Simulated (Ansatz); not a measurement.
Relaxation of C3H8OSi (13 atoms, charge 0, multiplicity 1), to a largest force component of 0.02 eV/Å in at most 50 steps.

The calculation used Ansatz, UKS PBE/STO-3G.

```xyz
13
Properties=species:S:1:pos:R:3
Si -1.045 1.065 1.083
C 0.140 0.810 -0.297
C 0.880 -0.468 -0.195
C 0.537 -1.720 -0.878
O 1.501 -0.909 -1.435
H -1.774 2.432 0.878
H -0.380 1.118 2.393
H -2.078 0.050 1.071
H -0.381 0.870 -1.214
H 0.863 1.644 -0.280
H 1.520 -0.540 0.727
H 0.776 -2.675 -0.433
H -0.539 -1.714 -1.405
```

Problem. Where does it end, and by what steps?

Solution. The forces met the threshold. Limits of this set-up: minimal basis. After 5 steps the energy has fallen by 0.779 eV; O5 moved furthest, 0.11 Å.

| step | energy less start (eV) | largest force component (eV/Å) | accepted |
| --- | --- | --- | --- |
| 0 | 0.0000 | 6.527 | yes |
| 1 | -0.7151 | 1.940 | yes |
| 2 | -0.7744 | 0.247 | yes |
| 3 | -0.7786 | 0.056 | yes |
| 4 | -0.7791 | 0.024 | yes |
| 5 | -0.7793 | 0.014 | yes |

```xyz
13
Properties=species:S:1:pos:R:3
Si -1.093 1.095 1.099
C 0.148 0.881 -0.315
C 0.946 -0.442 -0.213
C 0.451 -1.726 -0.845
O 1.587 -0.980 -1.446
H -1.779 2.371 0.957
H -0.398 1.070 2.376
H -2.074 0.022 1.072
H -0.378 0.906 -1.289
H 0.864 1.727 -0.311
H 1.563 -0.536 0.712
H 0.689 -2.703 -0.370
H -0.506 -1.720 -1.411
```

Time of the run: 21 s on 1 thread of Arm Neoverse V2, with other jobs on the host, peak memory 0.15 GiB.
